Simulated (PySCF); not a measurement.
Positional isomers: thiophene mercapto+boryl. Gas-phase values, no solvent. One relaxed conformer stands for each flexible species; it need not be the lowest. Strings in code marks are SMILES. All members: neutral, multiplicity 1. Level: PBE-D3(BJ)/def2-TZVP // PBE0-D4/def2-SVP (PySCF). Delta-SCF ions had no search for a lower state.  The removal energy is E(N − 1 electrons) − E(N electrons) at the parent's geometry; ε(HOMO) is measured against the vacuum level.

```
species                                                     −ε(HOMO) (eV)  vertical ionisation energy (Delta-SCF) (eV)
----------------------------------------------------------  -------------  -------------------------------------------
`Bc1cscc1S` (H–B–C–C torsion 180°, C–C–S–H torsion 0°)               5.38                                         8.08
`Bc1ccsc1S` (H–B–C–C torsion 180°, S–C–S–H torsion 180°)             5.48                                         8.09
`Bc1sccc1S` (H–B–C–S torsion -180°, C–C–S–H torsion -180°)           5.57                                     withheld
`Bc1ccc(S)s1` (H–B–C–S torsion 0°, S–C–S–H torsion 0°)               5.71                                         8.26
`Bc1cc(S)cs1` (H–B–C–S torsion 0°, C–C–S–H torsion 55°)              5.84                                         8.54
`Bc1csc(S)c1` (H–B–C–C torsion 0°, S–C–S–H torsion 79°)              6.08                                         8.76
```

Question: Fit vertical ionisation energy (Delta-SCF) = a + b·x to the 5 complete rows by least squares, with x = −ε(HOMO) in eV. Give a, b and the rms residual, and predict the withheld value.

Answer: Means of the 5 rows: x̄ = 5.698, ȳ = 8.346 eV. Σ(x − x̄)² = 0.31488 and Σ(x − x̄)(y − ȳ) = 0.32506, so b = 1.032 and a = ȳ − b·x̄ = 2.466 eV. The rms residual is 0.059 eV. At x = 5.57 the line gives 8.21 eV. The run for `Bc1sccc1S` (H–B–C–S torsion -180°, C–C–S–H torsion -180°) gave 8.22 eV, so the line is off by 0.01 eV, within twice the rms residual.

Codes: PySCF.
